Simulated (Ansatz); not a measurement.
Single points on Ag2Au2.

```yaml
crystal:
  periodic: [false, false, false]
  atoms:
    - {symbol: Au, position_ang: [-1.058721, -1.724681, -1.199495]}
    - {symbol: Au, position_ang: [1.060020, 1.724148, 1.199122]}
    - {symbol: Ag, position_ang: [0.030042, 0.755563, -1.113020]}
    - {symbol: Ag, position_ang: [-0.031341, -0.755030, 1.113404]}
basis:
  gaussian: {orbitals: def2-TZVPD, initial_orbitals: start.molden}
hamiltonian: {xc: r2scan, dispersion: d4}
scf: {omitted_lower_state_checks: [starts]}
output: {orbitals: {seedname: orbitals}}
```

The file start.molden holds the orbitals of an earlier run on this structure, at another level or in another basis.

```sh
$ ansatz run in.yaml --threads 4 --pin off --events-out ev --progress --plain --max-ram 3916MiB
```

It prints (some lines left out):

```
Functional definition: r2SCAN
1442 factors; their error is unknown
mean field evaluation 1: about -15395.7260 eV, gradient 6.0e0 eV
mean field evaluation 2: about -15395.8216 eV, gradient 1.3e-1 eV
mean field evaluation 4: about -15395.8180 eV, gradient 4.1e-4 eV
mean field -15395.81803681 eV, -565.7858771925 hartree, gradient 2.0e-5 eV, S^2 0.000000; 0 other end points of the search recorded, 0 dependent functions left out
reference -15395.81805232 eV, -565.7858777626 hartree; 38, 38 occupied and 128, 128 virtual orbitals, 1442 factors
Total energy: -15395.86124336 eV, -565.7874650039 hartree
Checks for a lower state left out: starts
```

It took 8 s on 4 threads of Arm Neoverse V2 on a shared host.

As the first input, with `gaussian: {orbitals: def2-SVP, initial_orbitals: start.molden}`, `hamiltonian: {xc: pbe, dispersion: d4}` (abridged; 2.6 s):

```
Functional definition: PBE
mean field -15390.51257377 eV, -565.5909050220 hartree, gradient 2.5e-5 eV, S^2 0.000000
Total energy: -15390.75027531 eV, -565.5996403924 hartree
Checks for a lower state left out: starts
```

First input, but with `gaussian: {orbitals: def2-TZVP, initial_orbitals: start.molden}`, `hamiltonian: {xc: {name: LC-wPBE}}` (abridged; 3.3 s):

```
Functional definition: LC-wPBE
mean field -15390.78967335 eV, -565.6010882438 hartree, gradient 1.7e-5 eV, S^2 0.000000
Total energy: -15390.78967336 eV, -565.6010882441 hartree
Checks for a lower state left out: starts
```

As the first input, with `hamiltonian: {xc: pbe, dispersion: d4}` (abridged; 2.5 s):

```
Functional definition: PBE
mean field -15392.95171227 eV, -565.6805417086 hartree, gradient 2.5e-5 eV, S^2 0.000000
Total energy: -15393.18941554 eV, -565.6892771425 hartree
Checks for a lower state left out: starts
```

The first input with `gaussian: {orbitals: def2-TZVP, initial_orbitals: start.molden}`, `hamiltonian: {xc: pbe}`, `correlation: {method: rpa}` and without the key `output` (abridged; 6.5 s):

```
Functional definition: PBE
mean field -15392.94038751 eV, -565.6801255311 hartree, gradient 1.4e-6 eV, S^2 0.000000
Total energy: -15351.35473205 eV, -564.1518808810 hartree
Checks for a lower state left out: starts
```

The first input with `gaussian: {orbitals: def2-TZVP, initial_orbitals: start.molden}`, `hamiltonian: {xc: pbe0, dispersion: d4}` (abridged; 3.1 s):

```
Functional definition: PBE0
mean field -15389.10478634 eV, -565.5391697879 hartree, gradient 3.8e-5 eV, S^2 0.000000
Total energy: -15389.30909553 eV, -565.5466780123 hartree
Checks for a lower state left out: starts
```

First input, but with `gaussian: {orbitals: def2-TZVP, initial_orbitals: start.molden}`, `hamiltonian: {xc: {name: B97M-V}}` (abridged; 10 s):

```
Functional definition: B97M-V
mean field -15388.67693040 eV, -565.5234463724 hartree, gradient 2.9e-5 eV, S^2 0.000000
Total energy: -15388.67699444 eV, -565.5234487258 hartree
Checks for a lower state left out: starts
```

Geometry: PBE0-D4/def2-SVP.

In the def2 sets Ag, Au take a core potential; there is no spin–orbit coupling. LC-ωPBE has ω = 0.4 bohr⁻¹. Correlated methods freeze no core orbitals; core or outer-core shells of Au, Ag are correlated, in sets that lack core-valence functions. The structure comes from a short search, and lower isomers may exist.
